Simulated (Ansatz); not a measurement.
**C2H4FSi−: structure from calculated spectroscopic constants**

These gas-phase data were calculated for one isomer of C2H4FSi− at BLYP-D3(BJ)/def2-SVPD (harmonic, unscaled wavenumbers; equilibrium rotational constants with average atomic masses):

- rotational constants: 10.48, 4.024, 2.998 GHz
- all wavenumbers above 1500 cm⁻¹: 3059, 2980, 2924, 1794, 1533

Candidates:

(1) `F[Si-]1CC1`, a singlet
(2) `C/C=[Si-]\F`, a singlet
(3) `C=C[SiH-]F`, a singlet
(4) `C/C=[Si-]/F`, a singlet

**Question.** Which structure fits?

**Answer.** Candidate (3). 3 modes lie between 2750 and 3290 cm⁻¹, one for each C–H bond, while (1) has 4, (2) has 4, (4) has 4.

The same quantities for all candidates:

```tsv
	rotational constants (GHz)	wavenumbers above 1500 cm⁻¹	E above the lowest, BLYP-D3(BJ)/def2-SVPD (kcal/mol)
(1)	10.72, 4.503, 4.278	3047, 3024, 2966, 2955	1.0
(2)	10.33, 4.082, 2.981	2973, 2946, 2822, 2819	0.0
(3)	10.48, 4.024, 2.998	3059, 2980, 2924, 1794, 1533	0.8
(4)	21.39, 2.88, 2.579	2956, 2916, 2815, 2812	0.9
```

Each candidate is one conformer. Programs: Ansatz 0.2.0.
